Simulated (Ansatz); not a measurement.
```yaml
crystal:
  periodic: [false, false, false]
  atoms:
    - {symbol: B, position_ang: [-0.989390, 0.384417, -0.245277]}
    - {symbol: Si, position_ang: [1.040506, 0.808239, -0.320738]}
    - {symbol: S, position_ang: [2.032399, -0.559212, 0.998394]}
    - {symbol: Si, position_ang: [0.015846, -1.195541, 0.648566]}
    - {symbol: H, position_ang: [-0.835821, 0.959010, -1.304956]}
    - {symbol: H, position_ang: [-1.467036, 1.050992, 0.627513]}
    - {symbol: H, position_ang: [1.079687, 2.205576, 0.158497]}
    - {symbol: H, position_ang: [1.581500, 0.688039, -1.694227]}
    - {symbol: H, position_ang: [-0.004446, -2.413602, -0.193762]}
    - {symbol: H, position_ang: [-1.632333, -0.601403, -0.548158]}
    - {symbol: H, position_ang: [-0.755613, -1.383516, 1.894848]}
basis:
  gaussian: {orbitals: cc-pVTZ}
total_charge: 1
magnetization: {spin_polarized: true, initial_magnetization: 2}
hamiltonian: {xc: {name: revPBE}, dispersion: d4}
output: {forces: true}
```

```sh
$ ansatz run in.yaml --threads 4 --pin off --events-out ev --progress --plain --max-ram 10444MiB
```

It prints (some lines left out):

```
Error: a molecule whose nuclei and cores have a total charge of 56 cannot have a net charge of 1 together with 2 unpaired electrons
```

In this input the number of unpaired electrons doesn't fit the electron count. The input was rejected before any iteration.
